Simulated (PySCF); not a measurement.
Species: C4H4N2O2S.
Atom-mapped SMILES: `[CH3:1][O:2][C:3](=[O:4])[c:5]1[cH:6][n:7][n:8][s:9]1`

Structure used (GFN2-xTB), in Å, numbered top down from 1:
```xyz
13
C4H4N2O2S angstrom
C     -2.4810   -0.4224    0.5932
O     -1.0633   -0.4108    0.6906
C     -0.4040    0.1586   -0.3255
O     -0.9278    0.6567   -1.2880
C      1.0453    0.1008   -0.1115
C      2.0495    0.5977   -0.9233
N      3.2705    0.3715   -0.4340
N      3.2925   -0.2463    0.6636
S      1.7993   -0.6332    1.2450
H     -2.7998   -1.1552   -0.1506
H     -2.8508   -0.6946    1.5781
H     -2.8477    0.5624    0.2982
H      1.9129    1.1153   -1.8535
```

NICS = −σ at a ghost point: NICS(0) at the centroid of the ring atoms, NICS(1) 1 Å to either side along the normal of their mean plane, zz for the tensor component along that normal. Level: GIAO PBE0/pcSseg-1 (PySCF, non-relativistic, gas phase) on the GFN2-xTB geometry, one conformer.

Ring bond lengths (Å), with Mayer bond orders in brackets: C5–C6 1.384 (1.43), C6–N7 1.335 (1.31), N7–N8 1.260 (1.51), N8–S9 1.648 (1.16), S9–C5 1.717 (1.22).

Task: What do the NICS probes read (ppm)?

Result: 
```tsv
ring	type	NICS(0)	NICS(1), two faces	NICS(1)zz, two faces	rms pucker (Å)	centre to ring atoms, mean (Å)
C5–C6–N7–N8–S9	5-membered ring with 2 N and S; formal bonds all aromatic	-11.9	-13.3 / -13.3	-31.6 / -31.5	0.00	1.24
```

Task: What do they say, and how far can they be read as aromaticity?

Result: 
- C5–C6–N7–N8–S9: mean NICS(1)zz -31.5 ppm, shielded, aromatic by this magnetic criterion (flat ring, no four-coordinate atom).

Task: How shielded are the nuclei of the rings and their hydrogens (means over atoms taken as equivalent)?

Result: 
```json
{"atoms": "C5", "environment": "substituted aromatic carbon", "σ isotropic (ppm)": "28.4", "principal values of the symmetric part, first atom (ppm)": "-53.5, 27.9, 111.0"}
{"atoms": "C6", "environment": "aromatic CH next to a ring nitrogen", "σ isotropic (ppm)": "36.2", "principal values of the symmetric part, first atom (ppm)": "-37.6, 37.2, 109.0"}
{"atoms": "N7", "environment": "pyridine-type nitrogen", "σ isotropic (ppm)": "-210.8", "principal values of the symmetric part, first atom (ppm)": "-607.9, -194.7, 170.1"}
{"atoms": "N8", "environment": "pyridine-type nitrogen", "σ isotropic (ppm)": "-211.9", "principal values of the symmetric part, first atom (ppm)": "-571.5, -194.4, 130.4"}
{"atoms": "S9", "environment": "ring sulfur", "σ isotropic (ppm)": "-52.6", "principal values of the symmetric part, first atom (ppm)": "-532.5, 150.2, 224.5"}
{"atoms": "H13", "environment": "aromatic hydrogen", "σ isotropic (ppm)": "22.38", "principal values of the symmetric part, first atom (ppm)": "19.6, 19.9, 27.6"}
```

On one thread, Arm Neoverse N1 (aarch64), shared host with 64 logical CPUs at a one-minute load of 22, this took 40 s wall and 0.80 GiB of memory at its peak. This is the whole shielding run at PBE0/pcSseg-1, SCF included.
